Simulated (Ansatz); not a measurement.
`N#Cc1ccccc1-c1ccccc1C#N` with charge +1, relaxed as a doublet with UKS PBE-D4/def2-SVP in Ansatz, starting from the PBE-D4/def2-SVP geometry of the neutral singlet. Force threshold 0.03 eV/Å.

Start:

```xyz
24

N     3.064    1.586   -0.568
C     2.478    0.631   -0.215
C     1.790   -0.550    0.222
C     2.553   -1.626    0.731
C     1.919   -2.782    1.196
C     0.519   -2.874    1.154
C    -0.242   -1.811    0.650
C     0.368   -0.635    0.174
C    -0.453    0.476   -0.371
C    -0.188    1.003   -1.650
C    -0.963    2.040   -2.184
C    -2.026    2.581   -1.444
C    -2.311    2.080   -0.171
C    -1.535    1.031    0.374
C    -1.840    0.568    1.697
N    -2.110    0.204    2.780
H     3.648   -1.531    0.767
H     2.520   -3.614    1.592
H     0.013   -3.781    1.515
H    -1.338   -1.897    0.612
H     0.635    0.578   -2.241
H    -0.733    2.427   -3.188
H    -2.636    3.397   -1.861
H    -3.132    2.499    0.428
```

(1) Estimate the energy that the relaxation releases and the steps that it takes.

(2) Does the start keep its bonding and symmetry?

(3) Predict the relaxed structure.

Results:

(1) 0.12 eV, in 6 steps; 22 s on 4 threads of Intel Xeon 6975P-C on a shared host. No frequencies were taken in this run, so the end may be a saddle point.

(2) By distances, no bond broke or formed. The bond that changes most is C9–C14, from 1.43 to 1.46 Å (atoms count from 1). Point group C2 at the start, C2 at the end, both within 0.05 Å.

(3) 
```xyz
24

N     3.104    1.515   -0.738
C     2.515    0.572   -0.356
C     1.822   -0.579    0.127
C     2.570   -1.655    0.631
C     1.915   -2.768    1.186
C     0.501   -2.812    1.254
C    -0.256   -1.744    0.786
C     0.368   -0.605    0.195
C    -0.431    0.485   -0.343
C    -0.089    1.097   -1.586
C    -0.879    2.103   -2.130
C    -2.022    2.567   -1.435
C    -2.384    2.006   -0.197
C    -1.615    0.970    0.355
C    -1.957    0.476    1.650
N    -2.249    0.091    2.722
H     3.668   -1.609    0.605
H     2.509   -3.610    1.573
H     0.001   -3.702    1.664
H    -1.352   -1.810    0.809
H     0.772    0.721   -2.155
H    -0.624    2.531   -3.111
H    -2.634    3.375   -1.863
H    -3.255    2.386    0.355
```
Bond lengths: 15 × C–C 1.39 to 1.46 Å; 2 × C–N 1.18 Å; 8 × C–H 1.10 Å.
